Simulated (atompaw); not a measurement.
**manganese (Mn) PAW (atompaw): all-electron and pseudo phase curves**

* Element: Mn (Z = 25)
* Generator: atompaw 4.2.0.5
* Type: PAW
* Functional: PBE
* Relativity: scalar-relativistic
* Frozen core: [Ne]
* Valence charge: 15
* Reference configuration: 3s2 3p6 3d5 4s1 4p1
* Partial waves: 3s (bound): rc 1.00 bohr; 4s (bound): rc 1.60 bohr; 3p (bound): rc 1.45 bohr; 4p (bound): rc 1.60 bohr; 3d (bound): rc 1.60 bohr; 3d channel at 0.3 Ry: rc 1.60 bohr
* Local potential: troulliermartins scheme with l = 3 at 0 Ry, radius 1.15 bohr
* Core correction: smooth core density matched at 1.45 bohr
* Augmentation charge: besselshape compensation charge, radius 1.35 bohr; PAW radius 1.60 bohr; waves and projectors: custom polynom vanderbiltortho

The phase is arctan(r·u′/u) with u = r·R(r), unwrapped; energies in Ry, scanned from -8 to 5 Ry. A pole is an energy at which the radial function vanishes at the test radius. The pseudo phase is shifted by a multiple of π to meet the all-electron one at the reference energy, and phase errors are pseudo minus all-electron; the curves can meet again beyond the range given. Levels narrower than the energy grid can be missing from the lists of poles.

| channel | radius (bohr) | reference energy (Ry) | poles, all-electron | poles, pseudo | unbroken range about the reference energy with phases within 0.05 rad | phase error 1 Ry above the reference energy (rad) |
| --- | --- | --- | --- | --- | --- | --- |
| s | 1.60 | -0.45 | -5.92 | -5.92 | below 2.7 | -0.001 |
| p | 1.60 | -0.16 | -3.42 | -3.42 | below 3.2 | -0.001 |
| d | 1.60 | -0.61 | 0.53 | 0.53 | the whole range | +0.000 |

Phases in the p channel:

| E (Ry) | all-electron | pseudo |
| --- | --- | --- |
| -8.00 | 1.293 | 1.292 |
| -7.76 | 1.284 | 1.283 |
| -7.52 | 1.274 | 1.272 |
| -7.28 | 1.262 | 1.261 |
| -7.04 | 1.249 | 1.248 |
| -6.80 | 1.233 | 1.232 |
| -6.56 | 1.214 | 1.213 |
| -6.32 | 1.191 | 1.190 |
| -6.08 | 1.161 | 1.160 |
| -5.84 | 1.122 | 1.120 |
| -5.60 | 1.066 | 1.064 |
| -5.36 | 0.982 | 0.980 |
| -5.12 | 0.839 | 0.836 |
| -4.88 | 0.559 | 0.556 |
| -4.64 | -0.025 | -0.027 |
| -4.40 | -0.765 | -0.765 |
| -4.16 | -1.184 | -1.184 |
| -3.92 | -1.385 | -1.385 |
| -3.68 | -1.496 | -1.497 |
| -3.44 | -1.567 | -1.567 |
| -3.20 | -1.616 | -1.617 |
| -2.96 | -1.653 | -1.654 |
| -2.72 | -1.683 | -1.684 |
| -2.48 | -1.708 | -1.708 |
| -2.24 | -1.730 | -1.730 |
| -2.00 | -1.749 | -1.750 |
| -1.76 | -1.767 | -1.768 |
| -1.52 | -1.785 | -1.785 |
| -1.28 | -1.801 | -1.802 |
| -1.04 | -1.818 | -1.818 |
| -0.80 | -1.835 | -1.835 |
| -0.56 | -1.852 | -1.852 |
| -0.32 | -1.869 | -1.869 |
| -0.08 | -1.888 | -1.888 |
| 0.16 | -1.908 | -1.908 |
| 0.40 | -1.930 | -1.930 |
| 0.64 | -1.953 | -1.954 |
| 0.88 | -1.979 | -1.980 |
| 1.12 | -2.008 | -2.009 |
| 1.36 | -2.041 | -2.042 |
| 1.60 | -2.078 | -2.081 |
| 1.84 | -2.121 | -2.125 |
| 2.08 | -2.171 | -2.177 |
| 2.32 | -2.229 | -2.240 |
| 2.56 | -2.300 | -2.316 |
| 2.80 | -2.384 | -2.409 |
| 3.04 | -2.486 | -2.524 |
| 3.28 | -2.611 | -2.666 |
| 3.52 | -2.760 | -2.839 |
| 3.76 | -2.933 | -3.040 |
| 4.00 | -3.126 | -3.259 |
| 4.24 | -3.326 | -3.477 |
| 4.48 | -3.518 | -3.676 |
| 4.72 | -3.690 | -3.846 |
| 4.96 | -3.838 | -3.986 |
